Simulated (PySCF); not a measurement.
An excited-state job on `N#CCC[BH2-][NH3+]`.

Computed with TDDFT PBE0/def2-SVPD, vertical, gas phase, core orbitals frozen in the response (PySCF 2.14.0, density-fitted response routines). Geometry: GFN2-xTB. The command runs a driver script over a list of jobs; the input below is this job's line of settings and its coordinates in Å.

Command:
```bash
OMP_NUM_THREADS=1 python probes_run.py task.json out
```

Input:
```
{"job": {"kind": "uv", "xc": "PBE0", "basis": "def2-SVPD", "nstates": 8, "ntriplets": 3}, "charge": 0, "multiplicity": 1}
N      3.801157     0.347701    -0.574445
C      2.834790    -0.081885    -0.134910
C      1.589744    -0.577318     0.380822
C      0.404859     0.195194    -0.219108
B     -1.019144    -0.355441     0.355449
N     -2.158648     0.576844    -0.385840
H      1.501802    -1.639711     0.139162
H      1.589029    -0.473707     1.468982
H      0.547042     1.257279     0.008857
H      0.461240     0.101930    -1.309207
H     -1.254484    -1.475998     0.026223
H     -1.157646    -0.166192     1.523558
H     -3.083225     0.296179    -0.078549
H     -1.989007     1.547067    -0.142937
H     -2.071923     0.456048    -1.389349
```

Output:
```
coarse grid: 12048 points
cycle   1  E = -253.4980737859  dE =  5.127e-01  |g| = 5.249e-01  |ddm| = 5.206e+00
cycle   2  E = -253.4080405733  dE =  9.003e-02  |g| = 8.558e-01  |ddm| = 1.944e+00
cycle   3  E = -253.5694627886  dE = -1.614e-01  |g| = 2.002e-01  |ddm| = 1.234e+00
cycle   4  E = -253.5787217183  dE = -9.259e-03  |g| = 4.900e-02  |ddm| = 2.652e-01
cycle   5  E = -253.5792798575  dE = -5.581e-04  |g| = 1.219e-02  |ddm| = 8.804e-02
cycle   6  E = -253.5793192589  dE = -3.940e-05  |g| = 1.596e-03  |ddm| = 2.390e-02
cycle   7  E = -253.5793198950  dE = -6.360e-07  |g| = 4.901e-04  |ddm| = 4.236e-03
final grid: 115168 points
cycle   8  E = -253.6070877301  dE = -4.474e-05  |g| = 7.714e-03  |ddm| = 1.189e-01
cycle   9  E = -253.6070837928  dE =  3.937e-06  |g| = 8.895e-03  |ddm| = 2.364e-02
cycle  10  E = -253.6071027851  dE = -1.899e-05  |g| = 6.767e-04  |ddm| = 1.140e-02
cycle  11  E = -253.6071028937  dE = -1.087e-07  |g| = 1.933e-04  |ddm| = 1.378e-03
cycle  12  E = -253.6071028961  dE = -2.373e-09  |g| = 1.720e-04  |ddm| = 3.776e-04
cycle  13  E = -253.6071029025  dE = -6.423e-09  |g| = 2.217e-05  |ddm| = 2.122e-04
cycle  14  E = -253.6071029026  dE = -1.069e-10  |g| = 6.469e-06  |ddm| = 4.460e-05
converged SCF energy = -253.6071029026

Static polarisability (au): isotropic 67.440, principal 55.738 61.481 85.101

Singlet excitations
state   eV       nm        f      main configurations
  1   6.4516    192.2   0.00273   H-1->L 0.99
  2   6.4622    191.9   0.00103   H->L 0.98
  3   7.5699    163.8   0.00136   H-2->L 0.93
  4   7.5711    163.8   0.05152   H-3->L 0.93
  5   7.8228    158.5   0.01661   H->L+1 0.94
  6   7.8735    157.5   0.00000   H->L+4 0.35, H-3->L+4 0.33, H-2->L+5 0.17
  7   7.8910    157.1   0.00380   H-1->L+1 0.93
  8   8.1173    152.7   0.04693   H-1->L+2 0.95

Triplet excitations (Tamm-Dancoff, eV): 6.3363 6.3498 6.4871
```

The SCF starts on a coarse grid where the log names one; the energy can jump when the final grid takes over, and dE then counts from the start density on the new grid. H and L stand for HOMO and LUMO; the number after each pair is its weight.

Problem. Give the mean polarisability as a volume in Å³, and the ratio of the largest to the smallest principal value.

Solution. 67.440 au × 0.148185 = 9.99 Å³; 85.101/55.738 = 1.53.

In short: HOMO -8.07 eV, LUMO -0.53 eV; lowest singlet 6.45 eV; lowest triplet 6.34 eV (Tamm–Dancoff); mean polarisability 67.4 au.

Time: 47 s wall; peak memory 0.69 GiB. Hardware: Arm Neoverse N1, one thread (shared host).

One conformer stands for the species.
Labels such as C1 count atoms from 1, the log's own numbers from 0.
